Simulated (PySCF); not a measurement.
**`CCc1sncc1F` in a uniform electric field**

Compound: C5H6FNS.
Geometry (GFN2-xTB, Å), atoms numbered from 1 in this order:
```
atom  x, y, z in Å
C1    -2.0178   -0.5936    0.5855
C2    -1.0955    0.2979   -0.2454
C3     0.3374    0.0049    0.0238
S4     1.0521   -1.5546   -0.1433
N5     2.5394   -1.0754    0.3208
C6     2.5632    0.1980    0.6035
C7     1.3275    0.8536    0.4493
F8     1.1377    2.1605    0.6903
H9    -1.8463   -1.6410    0.3474
H10   -3.0568   -0.3535    0.3762
H11   -1.8358   -0.4454    1.6474
H12   -1.2817    1.3497   -0.0163
H13   -1.3036    0.1403   -1.3076
H14    3.4796    0.6581    0.9263
```

Level: PBE0/def2-SVPD (PySCF); nuclei fixed, core orbitals frozen in the response. Permanent dipole (-2.092, 0.453, -0.266) D (1 au = 2.5417 D). Static polarisability (au):

```
x   98.09  2.48  5.98
y    2.48 84.92  5.80
z    5.98  5.80 60.20
```

Only the terms in μ and α are kept: μ(F) = μ + αF and ΔE = −μ·F − ½ F·αF.

Q: Apply 0.001 au along ±x, ±y and ±z in turn. Tabulate induced and total dipoles and both energy terms.

A: 
```json
{"field along": "+x", "induced x (D)": "0.249", "induced y (D)": "0.006", "induced z (D)": "0.015", "total size (D)": "1.916", "−μ·F (kJ/mol)": "+2.161", "−½F·αF (kJ/mol)": "-0.129"}
{"field along": "−x", "induced x (D)": "-0.249", "induced y (D)": "-0.006", "induced z (D)": "-0.015", "total size (D)": "2.400", "−μ·F (kJ/mol)": "-2.161", "−½F·αF (kJ/mol)": "-0.129"}
{"field along": "+y", "induced x (D)": "0.006", "induced y (D)": "0.216", "induced z (D)": "0.015", "total size (D)": "2.205", "−μ·F (kJ/mol)": "-0.468", "−½F·αF (kJ/mol)": "-0.111"}
{"field along": "−y", "induced x (D)": "-0.006", "induced y (D)": "-0.216", "induced z (D)": "-0.015", "total size (D)": "2.130", "−μ·F (kJ/mol)": "+0.468", "−½F·αF (kJ/mol)": "-0.111"}
{"field along": "+z", "induced x (D)": "0.015", "induced y (D)": "0.015", "induced z (D)": "0.153", "total size (D)": "2.132", "−μ·F (kJ/mol)": "+0.275", "−½F·αF (kJ/mol)": "-0.079"}
{"field along": "−z", "induced x (D)": "-0.015", "induced y (D)": "-0.015", "induced z (D)": "-0.153", "total size (D)": "2.193", "−μ·F (kJ/mol)": "-0.275", "−½F·αF (kJ/mol)": "-0.079"}
```

Q: For the field (-0.0005, 0.0003, 0.0000) au, what is the induced dipole, and what angle does it make with the field?

A: αF = (-0.123, 0.062, -0.003) D, at 4.5° to the field. The polarisability along this direction, F·αF/F², is 92.42 au, against a mean of 81.07 au.

Q: Which field along μ doubles the dipole in that direction (linear response)?

A: The polarisability along the dipole is 97.05 au, so F = 0.8486 au / 97.05 au = 0.0087 au = 0.45 V/Å; higher-order terms are ignored.

Q: What field makes μF equal to kT at 400 K?

A: kT = 1.2667 × 10⁻³ Eh, so F = 0.00149 au = 7.68 MV/cm.

Q: Induction energy −ᾱe²/2R⁴ of a unit charge at 6 Å, the molecule taken as a point?

A: R = 11.34 bohr, so the energy is −81.1/(2 × 11.34⁴) Eh = -6.44 kJ/mol. The charge–dipole term at its most favourable orientation, −μe/R², is -17.3 kJ/mol.

The structure is a single GFN2-xTB conformer in the gas phase; no vibrational or solvent corrections.
